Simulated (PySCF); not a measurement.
Gas-phase reaction: 3 Br2 + 2 BH3 → 2 BBr3 + 6 H

Method: PySCF energies (xtb for GFN2) plus ideal-gas RRHO corrections (1 bar). † marks an energy on the PBE0/def2-TZVP geometry and frequencies; other levels use their own. MP2 and CCSD(T) freeze the core. 6-31G* has spherical d functions here. Open shells (unrestricted): H (multiplicity 2); the rest are closed-shell singlets. GFN2 has no spin-polarisation term. B3LYP is the form with VWN-RPA correlation. Br: all electrons, no relativistic terms. MP2 isn't extrapolated to the basis-set limit; its ΔH°(298 K) is 339.6 kJ in def2-SVP and 428.3 kJ in def2-TZVPP. CCSD(T) isn't extrapolated to the basis-set limit; its ΔH°(298 K) is 471.8 kJ in def2-SVP and 558.7 kJ in def2-TZVPP. The harmonic model lacks anharmonicity and excited electronic states, which grow with temperature; levels with a mode under 35 cm⁻¹ are left out.

```
level                ΔE electronic, kJ  ΔH°(298 K), kJ  ΔS°(298 K), J/K  ΔG°(1400 K), kJ
-------------------  -----------------  --------------  ---------------  ---------------
B3LYP/6-31G*                       752             657              224              266
B3LYP/def2-TZVP†                   760             668              225              277
CCSD(T)/def2-TZVPP†                651             559              225              167
GFN2-xTB                          1309            1216              227              822
M06-2X/def2-TZVP†                  681             589              225              198
MP2/def2-TZVPP†                    521             428              225               37
PBE/def2-SVP                       555             467              223               80
PBE0/def2-QZVP†                    643             551              225              159
PBE0/def2-SVP†                     551             459              225               67
r2SCAN/def2-TZVP†                  626             534              225              143
ωB97M-V/def2-TZVP†                 677             585              225              193
```
ΔH° is lowest at MP2/def2-TZVPP† and highest at GFN2-xTB. No reference value is set beside these.
